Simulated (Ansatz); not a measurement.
These are frozen-core CCSD(T)/cc-pVTZ // PBE0-D4/def2-TZVP (Ansatz, a program for electronic structure) values and carry that method's errors.

Ansatz 0.2 input:
```yaml
crystal:
  periodic: [false, false, false]
  atoms:
    - { symbol: C, position_ang: [-0.771425, 0.055102, -0.03559] }
    - { symbol: B, position_ang: [0.388573, -0.705027, 0.677053] }
    - { symbol: O, position_ang: [1.695273, -0.432422, 0.640562] }
    - { symbol: H, position_ang: [-0.431728, 0.918771, -0.623853] }
    - { symbol: H, position_ang: [-1.50204, 0.403936, 0.699796] }
    - { symbol: H, position_ang: [-1.312539, -0.624018, -0.700822] }
    - { symbol: H, position_ang: [1.942244, 0.334505, 0.103107] }
basis:
  gaussian: { orbitals: cc-pVTZ }
correlation:
  method: ccsd_t
magnetization:
  spin_polarized: true
  initial_magnetization: 1
```

Output:

```
Functional definition: HF
841 factors; integrals over basis functions are off by at most 8.0e-4 eV
mean field evaluation 1: about -3800.5491 eV, gradient 2.6e1 eV
mean field evaluation 2: about -3800.5504 eV, gradient 2.6e1 eV
mean field evaluation 4: about -3803.8472 eV, gradient 3.2e0 eV
mean field evaluation 8: about -3803.9801 eV, gradient 2.1e-1 eV
mean field evaluation 16: about -3803.9554 eV, gradient 1.2e0 eV
mean field evaluation 32: about -3800.6868 eV, gradient 6.2e-3 eV
mean field -3803.98108782 eV, -139.7937265464 hartree, gradient 3.4e-6 eV, S^2 0.753764; 1 other end points of the search recorded, 0 dependent functions left out
determinant -3803.98108782 eV, -139.7937265464 hartree, with singles and doubles -3818.21784173 eV, -140.3169176025 hartree
determinant -3800.68677357 eV, -139.6726627306 hartree, with singles and doubles -3815.05919226 eV, -140.2008393756 hartree
3 core orbitals not correlated
reference -3803.98108782 eV, -139.7937265464 hartree; 9, 8 occupied and 134, 135 virtual orbitals, 841 factors
second order -13.47519509 eV of doubles, -0.00000000 eV of singles
cycle   1  -14.07773815 eV  change    -1.2e0 eV  update   2.5e-2
cycle   2  -14.11567332 eV  change   -3.8e-2 eV  update   6.4e-3
cycle   3  -14.11594170 eV  change   -2.7e-4 eV  update   3.5e-3
cycle   4  -14.11725996 eV  change   -1.3e-3 eV  update   1.5e-3
cycle   5  -14.11772773 eV  change   -4.7e-4 eV  update   6.9e-4
cycle   6  -14.11785439 eV  change   -1.3e-4 eV  update   2.4e-4
cycle   7  -14.11787972 eV  change   -2.5e-5 eV  update   8.0e-5
cycle   8  -14.11789290 eV  change   -1.3e-5 eV  update   3.0e-5
cycle   9  -14.11787975 eV  change    1.3e-5 eV  update   1.1e-5
perturbative correction -0.52056813 eV, -0.0191305258 hartree
Total energy: -3818.61953569 eV, -140.3316795835 hartree
```

Cost: about 80 core-seconds (a rough figure).
